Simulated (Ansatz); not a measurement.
A nudged elastic band was laid between two geometries of C$_{3}$H$_{10}$BN (15 atoms, charge 0, multiplicity 1).

Computed with Ansatz 0.2.0, RKS BLYP-D4/def2-SVP.

```json
{
  "movable images": "5",
  "climbing image": "yes",
  "spring": "5.0 eV/Å²",
  "optimiser": "quadratic models (default)",
  "start path": "through a guess of the saddle point",
  "force threshold": "0.05 eV/Å",
  "iteration limit": "60",
  "end points": "relaxed"
}
```

First end point:

```xyz
15
Properties=species:S:1:pos:R:3
B -0.988 1.622 1.910
N -1.115 0.528 1.049
C -0.454 0.316 -0.241
C 0.547 -0.857 -0.225
C 1.215 -1.086 -1.591
H -1.597 1.616 2.960
H -0.275 2.551 1.583
H -1.708 -0.260 1.331
H 0.068 1.256 -0.512
H -1.217 0.133 -1.032
H 1.314 -0.656 0.553
H 0.017 -1.782 0.096
H 1.777 -0.187 -1.920
H 0.464 -1.313 -2.376
H 1.930 -1.933 -1.555
```

Last end point:

```xyz
15
Properties=species:S:1:pos:R:3
B -1.894 1.984 1.370
N -0.801 0.741 1.223
C -0.311 0.422 -0.161
C 0.645 -0.778 -0.204
C 1.143 -1.072 -1.631
H -1.967 1.940 2.621
H 0.020 0.908 1.844
H -1.259 -0.106 1.623
H 0.162 1.348 -0.541
H -1.219 0.264 -0.776
H 1.514 -0.585 0.465
H 0.132 -1.675 0.208
H 1.690 -0.204 -2.052
H 0.297 -1.295 -2.313
H 1.827 -1.943 -1.646
```

Which bonds break or form, and what moves?

Bonds broken: B1–H7. Bonds formed: N2–H7.

Give the energies along the band, and the barrier.

The run ended unconverged. The highest image is number 5 of 0 to 6, 4.55 eV above the first end and 0.15 eV above the last; the last end lies 4.40 eV above the first. The band didn't meet its force threshold, so its energies are provisional: the largest band force was still 0.35 eV/Å, and over the last iterations the top moved between 4.44 and 4.55 eV. Neighbouring images lie up to 4.8 Å apart, so the band is torn or far too coarse. The orbitals stay closed-shell, which can raise the energy where a bond breaks towards radicals; this wasn't checked here.

```
image  path coordinate (Å)  energy (eV)  B1–H7 (Å)  N2–H7 (Å)
    0                 0.00         0.00       1.22       2.25
    1                 4.78         0.02       1.22       2.27
    2                 9.56         0.20       1.21       2.27
    3                14.32         0.09       1.22       2.26
    4                19.08         0.02       1.21       2.25
    5                23.85         4.55       2.26       1.03
    6                27.41         4.40       2.25       1.04
```

Run time: 7.9 min on 2 threads of Intel(R) Xeon(R) Platinum 8488C (Sapphire Rapids), on a shared host, peak memory 0.18 GiB.
